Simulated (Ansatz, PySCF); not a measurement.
Donor–acceptor adduct: AlH3 (SMILES [AlH3]) (first 4 atoms) with AsH3 (SMILES [AsH3]); geometry from B3LYP-D3(BJ)/def2-TZVP, rigid monomers moved along the line of their centres of mass till Al1···As5 is 2.40 Å.
(charge 0, multiplicity 1):
```xyz
8

Al     0.282     0.625     0.561
H     -0.540    -0.293    -0.441
H     -0.247     2.091     0.870
H      1.812     0.289     0.830
As    -0.558    -0.378     2.575
H     -0.093     0.122     3.923
H     -0.339    -1.850     2.839
H     -2.040    -0.357     2.872
```

Interaction energies are E(AB) − E(A) − E(B) at the monomers' geometry in the complex; basis-set methods are counterpoise corrected.

Correlated levels freeze the cores. Filled d and f shells under p-block atoms count as core. CBS: X⁻³ extrapolation of the correlation energy, Hartree–Fock from the larger set.

The values were computed with Ansatz (Gaussian orbitals); PySCF for the dispersion terms. Each number belongs to the level named beside it.

PBE/def2-TZVPPD gives -53.8 kJ/mol for the interaction energy.

Q: Where do these levels fall relative to PBE: PBE-D3(BJ)/def2-TZVPPD, r2SCAN/def2-TZVPPD, B3LYP/def2-TZVPPD, wB97M-V/def2-TZVPPD, MP2/CBS(def2-SVPD, def2-TZVPPD), CCSD(T)/CBS(def2-SVPD, def2-TZVPPD).

A: PBE-D3(BJ)/def2-TZVPPD -6.9; r2SCAN/def2-TZVPPD -5.5; B3LYP/def2-TZVPPD 19.1; wB97M-V/def2-TZVPPD 5.1; MP2/CBS(def2-SVPD, def2-TZVPPD) 6.9; CCSD(T)/CBS(def2-SVPD, def2-TZVPPD) 7.1 kJ/mol. 4 of 6 lie above PBE; the widest gap is to B3LYP/def2-TZVPPD.

Ansatz is a quantum-chemistry and plane-wave program.
